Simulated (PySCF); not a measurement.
# Computed records: Al₂H₄, CH₄B

Calculation on a computer-drawn molecule: vertical ionisation energy to the stated ion spin, frozen-core CCSD(T) at the basis limit and cheaper methods, single-reference cases, UHF for radicals, no spin-orbit; all values are single points at the evaluated structure, the first of each entry, which is the reference or a displaced copy of it and isn't optimised; the reference structure only sets the zero of the energies above reference; triples share is (T) over the correlation energy. Program: PySCF 2.14.0.

Common to all runs: multiplicity 1; ion multiplicity 2; diffuse functions no; reference is the Hartree-Fock double-zeta minimum; best is HF at quadruple zeta + MP2 correlation extrapolated from triple and quadruple zeta + CCSD(T) minus MP2 at triple zeta; basis step is the size of the change from the same recipe one zeta lower.

(1) 
```xyz
6
formula=Al2H4 charge=0 basis=cc-pV(n+d)Z ionisation_energy_best=9.046 ionisation_energy_basis_step=0.03564 energy_above_reference_best=1.393 energy_above_reference_basis_step=0.005136 ionisation_energy_Koopmans_at_triple_zeta=9.07 ionisation_energy_EOM_CCSD_at_triple_zeta=9.014 total_energy_HF_triple_zeta=-486.1429 total_energy_CCSD(T)_triple_zeta=-486.3503 total_energy_best=-486.3745 T1_diagnostic_at_triple_zeta=0.01093 D1_diagnostic_at_triple_zeta=0.0194 ion_T1_diagnostic_at_triple_zeta=0.01995 ion_D1_diagnostic_at_triple_zeta=0.05822 ion_spin_squared_at_triple_zeta=0.7678 triples_share_at_triple_zeta=0.02173 basis_functions_triple_zeta=134 dipole_magnitude_HF_at_triple_zeta=0.3782 dipole_magnitude_CCSD_unrelaxed_at_triple_zeta=0.3426 dipole_magnitude_PBE_at_triple_zeta=0.3029 dipole_magnitude_r2SCAN_at_triple_zeta=0.3219 dipole_magnitude_B3LYP_at_triple_zeta=0.33 dipole_magnitude_wB97X_at_triple_zeta=0.3452
Al    -0.0232    -0.9419    -0.7125
Al     1.8575     0.7747    -0.0133
H     -1.0872    -0.6300    -1.7751
H      0.0705    -2.4408    -0.1301
H      1.6361     1.8186     1.1840
H      3.1925     0.9579    -0.9214
```

Units: ionisation_energy_best, ionisation_energy_basis_step, ionisation_energy_Koopmans_at_triple_zeta, ionisation_energy_EOM_CCSD_at_triple_zeta in eV; energy_above_reference_best, energy_above_reference_basis_step in kcal/mol; total_energy_HF_triple_zeta, total_energy_CCSD(T)_triple_zeta, total_energy_best in hartree; dipole_magnitude_HF_at_triple_zeta, dipole_magnitude_CCSD_unrelaxed_at_triple_zeta, dipole_magnitude_PBE_at_triple_zeta, dipole_magnitude_r2SCAN_at_triple_zeta, dipole_magnitude_B3LYP_at_triple_zeta, dipole_magnitude_wB97X_at_triple_zeta in debye.

Reference structure:
```xyz
6
Al2H4
Al     0.0337    -0.9673    -0.7349
Al     1.8453     0.8036    -0.0473
H     -1.1233    -0.6287    -1.7708
H      0.0292    -2.4411    -0.1396
H      1.6383     1.7830     1.1873
H      3.2136     0.9595    -0.8410
```

Drawn bonds:
```csv
atom,other atom,order
1,2,1
1,3,1
1,4,1
2,5,1
2,6,1
```

Triple zeta:
```csv
method,ionisation energy (eV),energy above reference (kcal/mol)
HF,8.151,1.466
PBE,8.656,1.265
r2SCAN,8.718,1.387
B3LYP,8.826,1.393
wB97X,8.92,1.43
MP2,8.877,1.441
CCSD,8.927,1.406
CCSD(T),8.951,1.389
```

(2) 
```xyz
6
formula=Al2H4 charge=0 basis=cc-pV(n+d)Z ionisation_energy_best=8.81 ionisation_energy_basis_step=0.03279 energy_above_reference_best=5.44 energy_above_reference_basis_step=0.1661 ionisation_energy_Koopmans_at_triple_zeta=8.777 ionisation_energy_EOM_CCSD_at_triple_zeta=8.78 total_energy_HF_triple_zeta=-486.1378 total_energy_CCSD(T)_triple_zeta=-486.3441 total_energy_best=-486.3681 T1_diagnostic_at_triple_zeta=0.01048 D1_diagnostic_at_triple_zeta=0.01954 ion_T1_diagnostic_at_triple_zeta=0.01848 ion_D1_diagnostic_at_triple_zeta=0.05406 ion_spin_squared_at_triple_zeta=0.7632 triples_share_at_triple_zeta=0.02184 basis_functions_triple_zeta=134 dipole_magnitude_HF_at_triple_zeta=0.6294 dipole_magnitude_CCSD_unrelaxed_at_triple_zeta=0.5743 dipole_magnitude_PBE_at_triple_zeta=0.5317 dipole_magnitude_r2SCAN_at_triple_zeta=0.5528 dipole_magnitude_B3LYP_at_triple_zeta=0.5727 dipole_magnitude_wB97X_at_triple_zeta=0.5862
Al     0.0535    -0.9118    -0.7373
Al     2.0442     0.9897     0.0139
H     -1.1332    -0.6133    -1.7739
H      0.0444    -2.4457    -0.1270
H      1.8381     1.9270     1.2673
H      3.3299     1.1004    -0.7858
```

Units: ionisation_energy_best, ionisation_energy_basis_step, ionisation_energy_Koopmans_at_triple_zeta, ionisation_energy_EOM_CCSD_at_triple_zeta in eV; energy_above_reference_best, energy_above_reference_basis_step in kcal/mol; total_energy_HF_triple_zeta, total_energy_CCSD(T)_triple_zeta, total_energy_best in hartree; dipole_magnitude_HF_at_triple_zeta, dipole_magnitude_CCSD_unrelaxed_at_triple_zeta, dipole_magnitude_PBE_at_triple_zeta, dipole_magnitude_r2SCAN_at_triple_zeta, dipole_magnitude_B3LYP_at_triple_zeta, dipole_magnitude_wB97X_at_triple_zeta in debye.

Reference structure:
```xyz
6
Al2H4
Al     0.0337    -0.9673    -0.7349
Al     1.8453     0.8036    -0.0473
H     -1.1233    -0.6287    -1.7708
H      0.0292    -2.4411    -0.1396
H      1.6383     1.7830     1.1873
H      3.2136     0.9595    -0.8410
```

Drawn bonds:
```csv
atom,other atom,order
1,2,1
1,3,1
1,4,1
2,5,1
2,6,1
```

Triple zeta:
```csv
method,ionisation energy (eV),energy above reference (kcal/mol)
HF,7.892,4.655
PBE,8.491,4.864
r2SCAN,8.532,5.222
B3LYP,8.637,5.041
wB97X,8.699,5.588
MP2,8.628,5.16
CCSD,8.689,5.242
CCSD(T),8.72,5.225
```

(3) 
```xyz
6
formula=Al2H4 charge=0 basis=cc-pV(n+d)Z ionisation_energy_best=9.167 ionisation_energy_basis_step=0.0353 energy_above_reference_best=-0.0066 energy_above_reference_basis_step=0.0008516 ionisation_energy_Koopmans_at_triple_zeta=9.205 ionisation_energy_EOM_CCSD_at_triple_zeta=9.138 total_energy_HF_triple_zeta=-486.1452 total_energy_CCSD(T)_triple_zeta=-486.3525 total_energy_best=-486.3767 T1_diagnostic_at_triple_zeta=0.01091 D1_diagnostic_at_triple_zeta=0.01904 ion_T1_diagnostic_at_triple_zeta=0.02023 ion_D1_diagnostic_at_triple_zeta=0.05931 ion_spin_squared_at_triple_zeta=0.7679 triples_share_at_triple_zeta=0.02161 basis_functions_triple_zeta=134 dipole_magnitude_HF_at_triple_zeta=0.02029 dipole_magnitude_CCSD_unrelaxed_at_triple_zeta=0.01805 dipole_magnitude_PBE_at_triple_zeta=0.01637 dipole_magnitude_r2SCAN_at_triple_zeta=0.01706 dipole_magnitude_B3LYP_at_triple_zeta=0.01796 dipole_magnitude_wB97X_at_triple_zeta=0.01882
Al     0.0298    -0.9609    -0.7328
Al     1.8459     0.8006    -0.0494
H     -1.1239    -0.6282    -1.7685
H      0.0288    -2.4401    -0.1389
H      1.6390     1.7805     1.1878
H      3.2118     0.9591    -0.8373
```

Units: ionisation_energy_best, ionisation_energy_basis_step, ionisation_energy_Koopmans_at_triple_zeta, ionisation_energy_EOM_CCSD_at_triple_zeta in eV; energy_above_reference_best, energy_above_reference_basis_step in kcal/mol; total_energy_HF_triple_zeta, total_energy_CCSD(T)_triple_zeta, total_energy_best in hartree; dipole_magnitude_HF_at_triple_zeta, dipole_magnitude_CCSD_unrelaxed_at_triple_zeta, dipole_magnitude_PBE_at_triple_zeta, dipole_magnitude_r2SCAN_at_triple_zeta, dipole_magnitude_B3LYP_at_triple_zeta, dipole_magnitude_wB97X_at_triple_zeta in debye.

Reference structure:
```xyz
6
Al2H4
Al     0.0337    -0.9673    -0.7349
Al     1.8453     0.8036    -0.0473
H     -1.1233    -0.6287    -1.7708
H      0.0292    -2.4411    -0.1396
H      1.6383     1.7830     1.1873
H      3.2136     0.9595    -0.8410
```

Drawn bonds:
```csv
atom,other atom,order
1,2,1
1,3,1
1,4,1
2,5,1
2,6,1
```

Triple zeta:
```csv
method,ionisation energy (eV),energy above reference (kcal/mol)
HF,8.284,0.01254
PBE,8.763,0.002766
r2SCAN,8.833,-0.008229
B3LYP,8.94,-0.007259
wB97X,9.04,-0.01215
MP2,9.003,-0.002205
CCSD,9.05,-0.003051
CCSD(T),9.072,-0.002817
```

(4) 
```xyz
6
formula=Al2H4 charge=0 basis=cc-pV(n+d)Z ionisation_energy_best=9.143 ionisation_energy_basis_step=0.03526 energy_above_reference_best=1.786 energy_above_reference_basis_step=0.1034 ionisation_energy_Koopmans_at_triple_zeta=9.167 ionisation_energy_EOM_CCSD_at_triple_zeta=9.111 total_energy_HF_triple_zeta=-486.1424 total_energy_CCSD(T)_triple_zeta=-486.3496 total_energy_best=-486.3739 T1_diagnostic_at_triple_zeta=0.01067 D1_diagnostic_at_triple_zeta=0.01861 ion_T1_diagnostic_at_triple_zeta=0.0198 ion_D1_diagnostic_at_triple_zeta=0.05872 ion_spin_squared_at_triple_zeta=0.7664 triples_share_at_triple_zeta=0.02139 basis_functions_triple_zeta=134 dipole_magnitude_HF_at_triple_zeta=0.2567 dipole_magnitude_CCSD_unrelaxed_at_triple_zeta=0.2277 dipole_magnitude_PBE_at_triple_zeta=0.2088 dipole_magnitude_r2SCAN_at_triple_zeta=0.2195 dipole_magnitude_B3LYP_at_triple_zeta=0.2272 dipole_magnitude_wB97X_at_triple_zeta=0.2358
Al     0.0298    -0.9609    -0.7328
Al     1.8459     0.8006    -0.0494
H     -1.1239    -0.6282    -1.7685
H      0.0288    -2.4401    -0.1389
H      1.6524     1.7171     1.1077
H      3.2118     0.9591    -0.8373
```

Units: ionisation_energy_best, ionisation_energy_basis_step, ionisation_energy_Koopmans_at_triple_zeta, ionisation_energy_EOM_CCSD_at_triple_zeta in eV; energy_above_reference_best, energy_above_reference_basis_step in kcal/mol; total_energy_HF_triple_zeta, total_energy_CCSD(T)_triple_zeta, total_energy_best in hartree; dipole_magnitude_HF_at_triple_zeta, dipole_magnitude_CCSD_unrelaxed_at_triple_zeta, dipole_magnitude_PBE_at_triple_zeta, dipole_magnitude_r2SCAN_at_triple_zeta, dipole_magnitude_B3LYP_at_triple_zeta, dipole_magnitude_wB97X_at_triple_zeta in debye.

Reference structure:
```xyz
6
Al2H4
Al     0.0337    -0.9673    -0.7349
Al     1.8453     0.8036    -0.0473
H     -1.1233    -0.6287    -1.7708
H      0.0292    -2.4411    -0.1396
H      1.6383     1.7830     1.1873
H      3.2136     0.9595    -0.8410
```

Drawn bonds:
```csv
atom,other atom,order
1,2,1
1,3,1
1,4,1
2,5,1
2,6,1
```

Triple zeta:
```csv
method,ionisation energy (eV),energy above reference (kcal/mol)
HF,8.244,1.767
PBE,8.748,2.169
r2SCAN,8.812,1.839
B3LYP,8.921,1.689
wB97X,9.013,1.654
MP2,8.971,1.624
CCSD,9.024,1.758
CCSD(T),9.048,1.788
```

(5) 
```xyz
6
formula=Al2H4 charge=0 basis=cc-pV(n+d)Z ionisation_energy_best=9.153 ionisation_energy_basis_step=0.03526 energy_above_reference_best=0.6163 energy_above_reference_basis_step=0.05554 ionisation_energy_Koopmans_at_triple_zeta=9.182 ionisation_energy_EOM_CCSD_at_triple_zeta=9.122 total_energy_HF_triple_zeta=-486.1443 total_energy_CCSD(T)_triple_zeta=-486.3515 total_energy_best=-486.3757 T1_diagnostic_at_triple_zeta=0.01075 D1_diagnostic_at_triple_zeta=0.01873 ion_T1_diagnostic_at_triple_zeta=0.01993 ion_D1_diagnostic_at_triple_zeta=0.05887 ion_spin_squared_at_triple_zeta=0.7668 triples_share_at_triple_zeta=0.02147 basis_functions_triple_zeta=134 dipole_magnitude_HF_at_triple_zeta=0.1601 dipole_magnitude_CCSD_unrelaxed_at_triple_zeta=0.1414 dipole_magnitude_PBE_at_triple_zeta=0.1299 dipole_magnitude_r2SCAN_at_triple_zeta=0.1366 dipole_magnitude_B3LYP_at_triple_zeta=0.1414 dipole_magnitude_wB97X_at_triple_zeta=0.1471
Al     0.0298    -0.9609    -0.7328
Al     1.8459     0.8006    -0.0494
H     -1.1239    -0.6282    -1.7685
H      0.0288    -2.4401    -0.1389
H      1.6472     1.7417     1.1388
H      3.2118     0.9591    -0.8373
```

Units: ionisation_energy_best, ionisation_energy_basis_step, ionisation_energy_Koopmans_at_triple_zeta, ionisation_energy_EOM_CCSD_at_triple_zeta in eV; energy_above_reference_best, energy_above_reference_basis_step in kcal/mol; total_energy_HF_triple_zeta, total_energy_CCSD(T)_triple_zeta, total_energy_best in hartree; dipole_magnitude_HF_at_triple_zeta, dipole_magnitude_CCSD_unrelaxed_at_triple_zeta, dipole_magnitude_PBE_at_triple_zeta, dipole_magnitude_r2SCAN_at_triple_zeta, dipole_magnitude_B3LYP_at_triple_zeta, dipole_magnitude_wB97X_at_triple_zeta in debye.

Reference structure:
```xyz
6
Al2H4
Al     0.0337    -0.9673    -0.7349
Al     1.8453     0.8036    -0.0473
H     -1.1233    -0.6287    -1.7708
H      0.0292    -2.4411    -0.1396
H      1.6383     1.7830     1.1873
H      3.2136     0.9595    -0.8410
```

Drawn bonds:
```csv
atom,other atom,order
1,2,1
1,3,1
1,4,1
2,5,1
2,6,1
```

Triple zeta:
```csv
method,ionisation energy (eV),energy above reference (kcal/mol)
HF,8.26,0.6019
PBE,8.754,0.8704
r2SCAN,8.821,0.6584
B3LYP,8.928,0.5724
wB97X,9.024,0.5427
MP2,8.984,0.5178
CCSD,9.035,0.605
CCSD(T),9.058,0.6246
```

(6) 
```xyz
6
formula=Al2H4 charge=0 basis=cc-pV(n+d)Z ionisation_energy_best=9.196 ionisation_energy_basis_step=0.0357 energy_above_reference_best=5.804 energy_above_reference_basis_step=0.03781 ionisation_energy_Koopmans_at_triple_zeta=9.272 ionisation_energy_EOM_CCSD_at_triple_zeta=9.174 total_energy_HF_triple_zeta=-486.1353 total_energy_CCSD(T)_triple_zeta=-486.3434 total_energy_best=-486.3675 T1_diagnostic_at_triple_zeta=0.01186 D1_diagnostic_at_triple_zeta=0.02285 ion_T1_diagnostic_at_triple_zeta=0.0243 ion_D1_diagnostic_at_triple_zeta=0.0584 ion_spin_squared_at_triple_zeta=0.7928 triples_share_at_triple_zeta=0.02227 basis_functions_triple_zeta=134 dipole_magnitude_HF_at_triple_zeta=0.6317 dipole_magnitude_CCSD_unrelaxed_at_triple_zeta=0.5334 dipole_magnitude_PBE_at_triple_zeta=0.5031 dipole_magnitude_r2SCAN_at_triple_zeta=0.5291 dipole_magnitude_B3LYP_at_triple_zeta=0.5509 dipole_magnitude_wB97X_at_triple_zeta=0.58
Al     0.0298    -0.9609    -0.7328
Al     1.8459     0.8006    -0.0494
H     -1.1239    -0.6282    -1.7685
H      0.0288    -2.4401    -0.1389
H      1.6096     1.9196     1.3635
H      3.2118     0.9591    -0.8373
```

Units: ionisation_energy_best, ionisation_energy_basis_step, ionisation_energy_Koopmans_at_triple_zeta, ionisation_energy_EOM_CCSD_at_triple_zeta in eV; energy_above_reference_best, energy_above_reference_basis_step in kcal/mol; total_energy_HF_triple_zeta, total_energy_CCSD(T)_triple_zeta, total_energy_best in hartree; dipole_magnitude_HF_at_triple_zeta, dipole_magnitude_CCSD_unrelaxed_at_triple_zeta, dipole_magnitude_PBE_at_triple_zeta, dipole_magnitude_r2SCAN_at_triple_zeta, dipole_magnitude_B3LYP_at_triple_zeta, dipole_magnitude_wB97X_at_triple_zeta in debye.

Reference structure:
```xyz
6
Al2H4
Al     0.0337    -0.9673    -0.7349
Al     1.8453     0.8036    -0.0473
H     -1.1233    -0.6287    -1.7708
H      0.0292    -2.4411    -0.1396
H      1.6383     1.7830     1.1873
H      3.2136     0.9595    -0.8410
```

Drawn bonds:
```csv
atom,other atom,order
1,2,1
1,3,1
1,4,1
2,5,1
2,6,1
```

Triple zeta:
```csv
method,ionisation energy (eV),energy above reference (kcal/mol)
HF,8.352,6.251
PBE,8.773,4.685
r2SCAN,8.852,5.475
B3LYP,8.957,5.683
wB97X,9.088,5.959
MP2,9.07,6.262
CCSD,9.084,5.788
CCSD(T),9.102,5.691
```

(7) 
```xyz
6
formula=Al2H4 charge=0 basis=cc-pV(n+d)Z ionisation_energy_best=9.196 ionisation_energy_basis_step=0.0357 energy_above_reference_best=6.115 energy_above_reference_basis_step=0.0361 ionisation_energy_Koopmans_at_triple_zeta=9.274 ionisation_energy_EOM_CCSD_at_triple_zeta=9.175 total_energy_HF_triple_zeta=-486.1348 total_energy_CCSD(T)_triple_zeta=-486.3429 total_energy_best=-486.3670 T1_diagnostic_at_triple_zeta=0.0119 D1_diagnostic_at_triple_zeta=0.02305 ion_T1_diagnostic_at_triple_zeta=0.02475 ion_D1_diagnostic_at_triple_zeta=0.06052 ion_spin_squared_at_triple_zeta=0.7954 triples_share_at_triple_zeta=0.0223 basis_functions_triple_zeta=134 dipole_magnitude_HF_at_triple_zeta=0.6524 dipole_magnitude_CCSD_unrelaxed_at_triple_zeta=0.5502 dipole_magnitude_PBE_at_triple_zeta=0.5193 dipole_magnitude_r2SCAN_at_triple_zeta=0.5462 dipole_magnitude_B3LYP_at_triple_zeta=0.5687 dipole_magnitude_wB97X_at_triple_zeta=0.599
Al     0.0298    -0.9609    -0.7328
Al     1.8459     0.8006    -0.0494
H     -1.1239    -0.6282    -1.7685
H      0.0288    -2.4401    -0.1389
H      1.6087     1.9239     1.3689
H      3.2118     0.9591    -0.8373
```

Units: ionisation_energy_best, ionisation_energy_basis_step, ionisation_energy_Koopmans_at_triple_zeta, ionisation_energy_EOM_CCSD_at_triple_zeta in eV; energy_above_reference_best, energy_above_reference_basis_step in kcal/mol; total_energy_HF_triple_zeta, total_energy_CCSD(T)_triple_zeta, total_energy_best in hartree; dipole_magnitude_HF_at_triple_zeta, dipole_magnitude_CCSD_unrelaxed_at_triple_zeta, dipole_magnitude_PBE_at_triple_zeta, dipole_magnitude_r2SCAN_at_triple_zeta, dipole_magnitude_B3LYP_at_triple_zeta, dipole_magnitude_wB97X_at_triple_zeta in debye.

Reference structure:
```xyz
6
Al2H4
Al     0.0337    -0.9673    -0.7349
Al     1.8453     0.8036    -0.0473
H     -1.1233    -0.6287    -1.7708
H      0.0292    -2.4411    -0.1396
H      1.6383     1.7830     1.1873
H      3.2136     0.9595    -0.8410
```

Drawn bonds:
```csv
atom,other atom,order
1,2,1
1,3,1
1,4,1
2,5,1
2,6,1
```

Triple zeta:
```csv
method,ionisation energy (eV),energy above reference (kcal/mol)
HF,8.352,6.583
PBE,8.772,4.957
r2SCAN,8.851,5.773
B3LYP,8.957,5.985
wB97X,9.089,6.276
MP2,9.073,6.59
CCSD,9.085,6.098
CCSD(T),9.102,5.996
```

(8) 
```xyz
6
formula=CH4B charge=1 basis=cc-pVnZ ionisation_energy_best=21.69 ionisation_energy_basis_step=0.03528 energy_above_reference_best=0 energy_above_reference_basis_step=0 ionisation_energy_Koopmans_at_triple_zeta=22.11 ionisation_energy_EOM_CCSD_at_triple_zeta=21.62 total_energy_HF_triple_zeta=-64.5869 total_energy_CCSD(T)_triple_zeta=-64.8679 total_energy_best=-64.8990 T1_diagnostic_at_triple_zeta=0.01258 D1_diagnostic_at_triple_zeta=0.02592 ion_T1_diagnostic_at_triple_zeta=0.02704 ion_D1_diagnostic_at_triple_zeta=0.09774 ion_spin_squared_at_triple_zeta=0.7632 triples_share_at_triple_zeta=0.03278 basis_functions_triple_zeta=116
B      1.0518     0.2986    -2.0885
C     -0.0025     0.0648    -1.0719
H      1.8871     0.4839    -2.8939
H      0.4522    -0.3249    -0.1511
H     -0.5180     1.0092    -0.8508
H     -0.7292    -0.6644    -1.4547
```

Units: ionisation_energy_best, ionisation_energy_basis_step, ionisation_energy_Koopmans_at_triple_zeta, ionisation_energy_EOM_CCSD_at_triple_zeta in eV; energy_above_reference_best, energy_above_reference_basis_step in kcal/mol; total_energy_HF_triple_zeta, total_energy_CCSD(T)_triple_zeta, total_energy_best in hartree.

Reference structure:
```xyz
6
CH4B
B      1.0518     0.2986    -2.0885
C     -0.0025     0.0648    -1.0719
H      1.8871     0.4839    -2.8939
H      0.4522    -0.3249    -0.1511
H     -0.5180     1.0092    -0.8508
H     -0.7292    -0.6644    -1.4547
```

Drawn bonds:
```csv
atom,other atom,order
1,2,1
1,3,1
2,4,1
2,5,1
2,6,1
```

Triple zeta:
```csv
method,ionisation energy (eV),energy above reference (kcal/mol)
HF,20.67,0
PBE,21.15,0
r2SCAN,21.22,0
B3LYP,21.41,0
wB97X,21.46,0
MP2,21.67,0
CCSD,21.55,0
CCSD(T),21.57,0
```
